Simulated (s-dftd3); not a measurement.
Cl₄SW, triplet, geometry from GFN2-xTB (such geometries of metal compounds can be far from the true shape) (the multiplicity is a formal guess); D3(bjm) for b97d (s-dftd3 1.4.0).

s-dftd3 was given this input:
```
$ s-dftd3 mol.xyz --bjm b97d --json dftd3.json --noedisp --grad

# file mol.xyz
6

W      0.00037218    -0.00016050     0.00039474
S      1.59769516    -0.68898674     1.69456177
Cl    -1.52008681     0.65551908    -1.61224811
Cl     0.33502183     2.12108283     0.55724884
Cl     1.25839237    -0.94869325    -1.56146984
Cl    -1.57866055    -1.17875192     1.01986914
```

Task: Predict the main parts of the log of this s-dftd3 run.

Result: 
```
-----------------------------------
 s i m p l e   D F T - D 3  v1.4.0
-----------------------------------

Rational (Becke-Johnson) damping: b97d-D3(BJ)
---------------------
  s6         1.0000
  s8         1.2070
  s9         0.0000
  a1         0.2402
  a2         3.8644
 alp        14.0000
--------------------

Dispersion energy:      -1.0020275551502E-01 Eh

Gradient norm:           1.6622283111890E-02 Eh/a0
--------------------------------------------------
     #    Z           dE/dx      dE/dy      dE/dz
--------------------------------------------------
     1   74 W    -4.938E-04  2.130E-04 -5.238E-04
     2   16 S     5.893E-03 -2.541E-03  6.251E-03
     3   17 Cl   -5.033E-03  2.170E-03 -5.338E-03
     4   17 Cl    8.827E-04  6.516E-03  1.551E-03
     5   17 Cl    3.694E-03 -2.829E-03 -4.899E-03
     6   17 Cl   -4.943E-03 -3.529E-03  2.959E-03
--------------------------------------------------

Virial:
--------------------------------------------------
      component           x          y          z
--------------------------------------------------
          x       5.634E-02 -5.980E-03  1.471E-02
          y      -5.980E-03  4.505E-02 -6.343E-03
          z       1.471E-02 -6.343E-03  5.807E-02
--------------------------------------------------

[Info] JSON dump of results written to 'dftd3.json'
```
